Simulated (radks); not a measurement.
Question: Dipole-allowed excitations along the series with 36 electrons in [Kr]. Calculated with a radial shooting solver on a logarithmic mesh with Libxc functionals: scalar-relativistic Kohn-Sham, PBE, spin-unpolarised, spherical densities, finite nucleus; Fermi nuclear charge, rms radius of each element as measured or else 0.836 A^(1/3) + 0.57 fm. Time-dependent linear response with the Hartree and adiabatic LDA kernel, continuum included through the Sternheimer equations, no spin-orbit coupling, so fine structure and intercombination lines are absent. Lines are the poles of the dipole polarisability below minus the highest occupied eigenvalue, found on a grid refined at the orbital gaps; the lowest seven at most are given, and weak or close lines can be missed. The first line takes the name of the lowest orbital gap if no other gap lies below it; otherwise a line is named after a gap within 0.6 % of it, if that gap stands alone.

species  -e(HOMO) (eV)  lowest orbital gap (eV)  first line (eV)     f  static alpha (bohr^3)
In13+           331.94             4p-4d 69.741   87.130 (4p-4d)  4.65                 0.5145
Sn14+           369.97             4p-4d 73.913   92.155 (4p-4d)  4.53                 0.4481
Sb15+           409.84             4p-4d 78.119   97.199 (4p-4d)  4.42                 0.3928
Te16+           451.52             4p-4d 82.364   102.27 (4p-4d)  4.31                 0.3462
I17+            495.02             4p-4d 86.654   107.38 (4p-4d)  4.21                 0.3068

Estimate the first line of Xe18+, its oscillator strength and the static polarisability.

Answer: 112.52 eV (4p-4d), f = 4.12, alpha = 0.2731 bohr^3.
